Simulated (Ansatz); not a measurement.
Gas-phase electronic energies from Ansatz, PBE0-D4/def2-TZVP geometries. CBS: MP2 limit from def2 TZ/QZ plus the TZ coupled-cluster correction, frozen cores. Functionals use def2-TZVPP. For Ge outer-core shells are correlated without core-valence functions, which leaves a few kJ/mol of doubt a bond. Scalar relativity is left out up to krypton. One conformer a species, not always the lowest.

Reaction (germylene formation by 1,1-elimination): `O[B](F)[GeH2][SiH3]` → `[GeH2]` + `OB(F)[SiH3]`

| level | ΔE (kcal/mol) |
| --- | --- |
| PBE-D4 | 49.0 |
| r2SCAN | 51.7 |
| CCSD/def2-TZVPP | 47.9 |
| SCS-MP2/def2-QZVPP | 48.6 |

Question: What does CCSD(T)/CBS give? (Estimate.)

Answer: The calculation gave: +49.1 kcal/mol. The listed levels differ from it by -0.1, 2.6, -1.2, -0.5 kcal/mol.

Largest T1 diagnostic among the species: 0.014.

In def2-TZVPP, CCSD(T) changes the Hartree–Fock value by +10.2 kcal/mol (the triples alone add +1.4 kcal/mol) and MP2 by +14.1 kcal/mol. From PBE to PBE0 (25 % exact exchange), in def2-TZVPP and without D4, ΔE moves by +2.1 kcal/mol. The D4 term adds +2.9 kcal/mol with B3LYP and +1.6 kcal/mol with PBE0; it sums over pairs of atoms, weighted by their polarisabilities, and B3LYP, whose exchange is more repulsive, gets the larger term.

B3LYP here is the variant with VWN-RPA as its local correlation; programs differ in this.
